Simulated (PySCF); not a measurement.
# Charge-transfer reorganisation: SMILES [SiH3]c1ccccc1, C$_{6}$H$_{8}$Si

Geometry:
```json
{"atom": "Si1", "x (Å)": "2.567", "y (Å)": "-0.036", "z (Å)": "0.246"}
{"atom": "C2", "x (Å)": "0.694", "y (Å)": "-0.022", "z (Å)": "0.076"}
{"atom": "C3", "x (Å)": "-0.025", "y (Å)": "-1.213", "z (Å)": "-0.109"}
{"atom": "C4", "x (Å)": "-1.414", "y (Å)": "-1.202", "z (Å)": "-0.236"}
{"atom": "C5", "x (Å)": "-2.110", "y (Å)": "0.004", "z (Å)": "-0.180"}
{"atom": "C6", "x (Å)": "-1.412", "y (Å)": "1.198", "z (Å)": "0.004"}
{"atom": "C7", "x (Å)": "-0.025", "y (Å)": "1.183", "z (Å)": "0.130"}
{"atom": "H8", "x (Å)": "3.211", "y (Å)": "0.756", "z (Å)": "-0.848"}
{"atom": "H9", "x (Å)": "3.058", "y (Å)": "-1.446", "z (Å)": "0.178"}
{"atom": "H10", "x (Å)": "2.992", "y (Å)": "0.565", "z (Å)": "1.548"}
{"atom": "H11", "x (Å)": "0.507", "y (Å)": "-2.168", "z (Å)": "-0.154"}
{"atom": "H12", "x (Å)": "-1.955", "y (Å)": "-2.141", "z (Å)": "-0.379"}
{"atom": "H13", "x (Å)": "-3.198", "y (Å)": "0.015", "z (Å)": "-0.279"}
{"atom": "H14", "x (Å)": "-1.953", "y (Å)": "2.146", "z (Å)": "0.048"}
{"atom": "H15", "x (Å)": "0.504", "y (Å)": "2.131", "z (Å)": "0.274"}
```

Level of theory: UKS PBE0/def2-SVP four-point reorganisation energy, gas phase (PySCF 2.14.0). Geometry: PBE0/def2-SVP.

Task: What is the inner reorganisation energy for hole transfer, with the ionisation energy?

Result: λ = 0.181 (surface of the oxidised species) + 0.196 (surface of the starting species) = 0.377 eV. The ionisation energy is 9.19 eV vertical and 9.01 eV adiabatic without zero-point energy; at the relaxed geometry of the oxidised species the two energies differ by 8.82 eV. Largest bond changes: C7–C2 1.405 → 1.446 Å, C4–C5 1.393 → 1.430 Å, Si1–C2 1.881 → 1.908 Å, C2–C3 1.403 → 1.431 Å, C3–C4 1.395 → 1.372 Å. ⟨S²⟩ of the relaxed oxidised species 0.767.
